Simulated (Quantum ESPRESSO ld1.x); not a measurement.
Q: Radial electron density D(r) = 4 pi r^2 rho(r) of an atom or ion with 32 electrons. All-electron calculation, scalar-relativistic Kohn-Sham, LDA (Slater exchange, Perdew-Wang correlation), spin-polarised, spherical densities, point nucleus. Program: ld1.x of Quantum ESPRESSO 7.5.

r (bohr),D(r) (e/bohr),spin D(r)
0.001434,0.8555,-0.0000157
0.001867,1.383,-0.0000250
0.002431,2.215,-0.0000390
0.003166,3.505,-0.0000589
0.004122,5.461,-0.0000842
0.005368,8.339,-0.000108
0.006989,12.40,-0.000107
0.009101,17.84,-0.0000101
0.01185,24.54,0.000359
0.01543,31.91,0.00141
0.02009,38.62,0.00405
0.02596,42.71,0.00973
0.0338,42.93,0.0216
0.04401,39.49,0.0429
0.05731,35.90,0.0751
0.07462,37.22,0.111
0.09716,44.62,0.128
0.1265,51.25,0.0964
0.1647,47.76,0.0210
0.2145,35.52,-0.0122
0.2793,28.15,0.0998
0.3637,31.89,0.276
0.4736,34.69,0.252
0.6167,26.44,0.0290
0.803,13.86,0.0853
1.046,6.438,0.709
1.362,4.083,1.38
1.773,2.684,1.33
2.309,1.145,0.691
3.006,0.2575,0.181
3.914,0.02615,0.0208
5.097,0.0009953,0.000877

What is the nuclear charge?

A: Z = 35. The innermost maximum, from 1s, lies near gamma/Z bohr with gamma = sqrt(1 - (Z/c)^2) = 0.967, here 0.0276 bohr (found: 0.0300), and its height grows with Z. The density is that of the bromine ion Br3+ in [Ar] 3d10 4s2 4p2; the configuration itself is not fixed sharply by these data, and Z only to about a unit. D(r) has 3 maxima, at r = 0.0300, 0.134, 0.448 bohr, and minima at 0.0621, 0.286 bohr, inside which lie 2.06, 11.04 electrons.
